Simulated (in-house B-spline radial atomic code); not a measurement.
Results of a calculation; reference values are marked as such.
# Softness against transferability: the 3s channel of Co

Co, [Ar] 3d7 4s2, non-relativistic LDA (VWN5), spherical and spin-unpolarised, from an all-electron radial atomic-structure program (B-spline basis) (atomic units). The all-electron 3s level is ε = -3.651812 hartree, its outermost node lies just inside 0.33 bohr and its outer maximum at 0.68 bohr.

Troullier-Martins pseudo-orbitals are made for several radii. The cutoffs (hartree) are the plane-wave energies beyond which the orbital holds less than the named kinetic energy per electron. The phase error is the difference, pseudo minus all-electron, of arctan(R P'/P) at R = 1.24 bohr for all radii, half a hartree below and above the level.

```csv
r_c (bohr),V_l(0) (hartree),cutoff for 10 mEh,for 1 mEh,for 0.1 mEh,phase error at ε − 0.5 (mrad),at ε + 0.5 (mrad)
0.51,-54.69,174,> 450,> 450,-3.7,-0.7
0.59,-6.94,111,238,> 450,-1.9,-0.3
0.67,9.22,83.5,120,214,-1.4,-0.2
0.76,8.79,81.4,117,205,-1.4,-0.2
0.85,4.15,71,103,176,-2.3,-0.4
0.94,0.34,52.4,86.6,146,-4.4,-0.7
```

(1) Which radius needs the lowest cutoff for 1 mEh while both phase errors stay within 2.4 mrad?

## Answers

(1) The radii within that limit are 0.59, 0.67, 0.76, 0.85 bohr; of these r_c = 0.85 needs the least, 103 hartree, that is 206 Ry or 2803 eV.
